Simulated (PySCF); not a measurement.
H5FSeSi2, SMILES [SiH2](F)[SiH2][SeH] (PBE/def2-SVP optimised geometry):

```
9

F      1.791    -1.879    -0.080
Si     1.159    -0.361     0.000
Si    -1.191    -0.361     0.000
Se    -1.774     1.879     0.000
H      1.648     0.412    -1.196
H      1.656     0.294     1.259
H     -1.791    -1.110    -1.160
H     -1.762    -0.896     1.283
H     -1.120     2.119    -1.313
```

Calculation: PBE/def2-TZVP in PySCF 2.14.0.

Q: What are the frontier orbital energies and the dipole moment?

A: HOMO-2 -8.24 eV, HOMO-1 -7.42 eV, HOMO -6.07 eV, LUMO -1.97 eV, LUMO+1 -1.14 eV; dipole moment 0.88 D.

Meta-Löwdin charges at PBE/def2-TZVP: F1 -0.48, Si2 0.65, Si3 0.23, Se4 -0.20, H5 -0.09, H6 -0.08, H7 -0.06, H8 -0.05, H9 0.08.
